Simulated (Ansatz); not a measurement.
Reaction (SMILES): FSF → F atom + [S]F (F-S)
B3LYP-D3(BJ)/def2-TZVP geometries, fixed; electronic energies without zero-point terms.
Largest species:
```xyz
3

F     -1.2130    -0.5047     0.0161
S     -0.0057     0.5532     0.0075
F      1.2232    -0.4788    -0.0294
```
Charge 0, spin multiplicity 1.

Basis-set convergence of the bond dissociation energy at HF with Ansatz (an electronic-structure program). Cartesian d functions, on some or all atoms, in 6-31G**; all else is spherical. Open shells are unrestricted. No added dispersion term, no relativity. Functions are those of the species that has most. Reference: the value in aug-cc-pV(5+d)Z, 43.87 kcal/mol, itself unsure by roughly 0.23 kcal/mol (its mean distance from pcseg-4, aug-pcseg-3, aug-cc-pV(Q+d)Z). Deviations are taken from unrounded values.

```
basis            functions  bond dissociation energy (kcal/mol)  minus reference (kcal/mol)
---------------  ---------  -----------------------------------  --------------------------
STO-3G                  19                                22.84                      -21.03
3-21G                   31                                18.26                      -25.61
6-31G**                 49                                38.59                       -5.28
aug-pcseg-1             73                                37.09                       -6.77
def2-SVPD               73                                38.08                       -5.79
6-311++G(2d,2p)         89                                37.60                       -6.27
def2-TZVPP             104                                42.73                       -1.14
def2-TZVPD             126                                43.02                       -0.85
aug-pcseg-2            142                                43.65                       -0.22
def2-QZVPP             184                                43.64                       -0.23
pcseg-3                184                                44.23                        0.36
cc-pV(5+d)Z            282                                43.82                       -0.04
aug-cc-pV(5+d)Z        390                                43.87                        0.00
```

The smallest set listed that lies within 2 kcal/mol of the reference with all its larger relatives (same family, alike in diffuse functions; a set with none counts only in the reference's own line) is def2-TZVPP (104 functions, -1.14 kcal/mol off). Inside, with no larger relative to test it: cc-pV(5+d)Z. (Relatives not listed, tested too: def2-TZVPPD -0.78, def2-QZVP -0.23, def2-QZVPPD -0.18, aug-pcseg-3 0.38, pcseg-4 0.25 kcal/mol.)
